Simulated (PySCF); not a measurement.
Ge(H)(NH2) (GeH₃N), SMILES [GeH][NH2] (connectivity only; charge and spin as stated), neutral, multiplicity 1.

Geometry optimised at B3LYP-D3(BJ)/def2-TZVP.

Method: ωB97X/def2-TZVPD in PySCF.

Isolated molecule, no solvent.

The total energy is -2133.60240 hartree, the point group is Cs and the highest occupied level comes out as -8.89 eV. The lowest empty level is 0.27 eV, the orbital gap comes out as 9.16 eV and the dipole moment is 1.35 D. The quadrupole, principal values (traceless, Buckingham form, about the centre of nuclear charge) comes out as -2.61, -0.64, 3.25 D·Å, the mean static polarisability is 45.9 bohr³ (6.81 Å³) and the polarisability, principal values is 37.9, 48.1, 51.9 bohr³.
